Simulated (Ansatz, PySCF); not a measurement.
This PySCF input computes a CCSD(T)/cc-pVDZ energy:

```python
from pyscf import gto, scf, mp, cc as ccmod

mol = gto.M(
    atom='''
    B    -0.25093035   -0.58363166   -0.60064539
    O     0.04786418    0.26847182    0.32810798
    H     0.87173832    0.77038378    0.37836311
    ''',
    basis='cc-pvdz',
    charge=0,
    spin=0,
    verbose=4,
)

mf = scf.RHF(mol)
mf.conv_tol = 1e-10
mf.max_cycle = 100
mf.kernel()
mp2 = mp.MP2(mf, frozen=2).run()
cc = ccmod.CCSD(mf, frozen=2)
cc.max_cycle = 100
cc.kernel()
et = cc.ccsd_t()
print(f'E(CCSD(T)) = {cc.e_tot + et:.9f}')
```

Q: Write an input for the same energy in Ansatz (a quantum-chemistry and plane-wave program) and say what it gives.

A: 
Ansatz 0.2 input:
```yaml
crystal:
  periodic: [false, false, false]
  atoms:
    - {symbol: B, position_ang: [-0.25093035, -0.58363166, -0.60064539]}
    - {symbol: O, position_ang: [0.04786418, 0.26847182, 0.32810798]}
    - {symbol: H, position_ang: [0.87173832, 0.77038378, 0.37836311]}
basis:
  gaussian:
    orbitals: cc-pVDZ
magnetization: {spin_polarized: false}
correlation: {method: ccsd_t, electrons: outside_noble_gas}
```
It gives -100.38302 Eh, and PySCF -100.38302 Eh, a difference of 0.00 mEh.
